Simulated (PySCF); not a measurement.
Compound: C6H10SSi (charge +1 and doublet state).
Structure used (GFN2-xTB), in Å, numbered top down from 1:
```
atom  x, y, z in Å
Si1    2.9304    0.1533   -0.9134
S2     1.8506   -0.7874    0.8368
C3     0.2278   -0.3512    0.5564
C4    -0.5955    0.4394   -0.4779
C5    -1.5360   -0.7732   -0.5940
C6    -1.0743   -1.1781    0.7905
C7    -0.8794    0.0553    1.5780
C8    -1.2177    1.2316    0.6858
H9     4.2870   -0.2509   -0.6021
H10    2.2694   -0.4920   -2.0405
H11    2.5826    1.5590   -0.7483
H12   -0.2004    0.9372   -1.3545
H13   -1.2381   -1.4869   -1.3572
H14   -2.5968   -0.5410   -0.6892
H15   -1.1139   -2.1602    1.2299
H16   -0.7632    0.0611    2.6482
H17   -0.6627    2.1280    0.9494
H18   -2.2783    1.4623    0.5858
```

The hyperfine couplings belong to this conformer and change with its torsions.

Identity: `[SiH3][S+][C@@]12[C@H]3C[C@@H]1[C@@H]2C3` [radical] (charge +1).

Computed, not measured: UKS B3LYP, pcH-1 on C H S Si, non-relativistic, mean-field spin-orbit, GIAO (PySCF). Isolated species at its GFN2-xTB geometry (one conformer only). A GFN2-xTB geometry isn't a minimum of the functional, and hyperfine couplings can be far from their values at a DFT geometry, by a factor of two or more for some ions and for spin on atoms past the first row. The SCF solution wasn't tested for stability.

The isotropic 13C couplings, averaged over equivalent nuclei, are +17.9, +9.3, +5.3, -3.1 MHz. Assign them to C3; C4; C5/C8; C6/C7.

```json
{"site": "C3", "a_iso (MHz)": "+5.3", "ρ(0) (bohr⁻³)": "+0.0042", "position": "1 bond from S2", "distance from S2 (Å)": "1.70", "spin population": "+0.16", "largest |T| (MHz)": "51.7"}
{"site": "C4", "a_iso (MHz)": "-3.1", "ρ(0) (bohr⁻³)": "-0.0029", "position": "2 bonds from S2", "distance from S2 (Å)": "3.04", "spin population": "+0.01", "largest |T| (MHz)": "6.1"}
{"site": "C5/C8", "a_iso (MHz)": "+17.9", "ρ(0) (bohr⁻³)": "+0.0159", "position": "3 bonds from S2", "distance from S2 (Å)": "3.68", "spin population": "+0.02", "largest |T| (MHz)": "8.1"}
{"site": "C6/C7", "a_iso (MHz)": "+9.3", "ρ(0) (bohr⁻³)": "+0.0082", "position": "2 bonds from S2", "distance from S2 (Å)": "2.95", "spin population": "+0.14", "largest |T| (MHz)": "32.7"}
```

ρ(0) is the spin density at the nucleus and T the dipolar tensor; a_iso includes a spin–orbit part; entries for several nuclei are means. The Mulliken spin populations are largest on S2 (+0.48), C3 (+0.16), C6 (+0.14) and C7 (+0.14).

Nuclei that the bonding pattern makes equivalent are averaged, as if the motion that swaps them (rotation, inversion, ring flip) were fast. The three 1H nuclei of mean +15.6 MHz run from -2.1 to 24.6 MHz in the frozen geometry.

S2, the radical centre as drawn in `[SiH3][S+][C@@]12[C@H]3C[C@@H]1[C@@H]2C3`, holds a spin population of +0.48 out of 1.
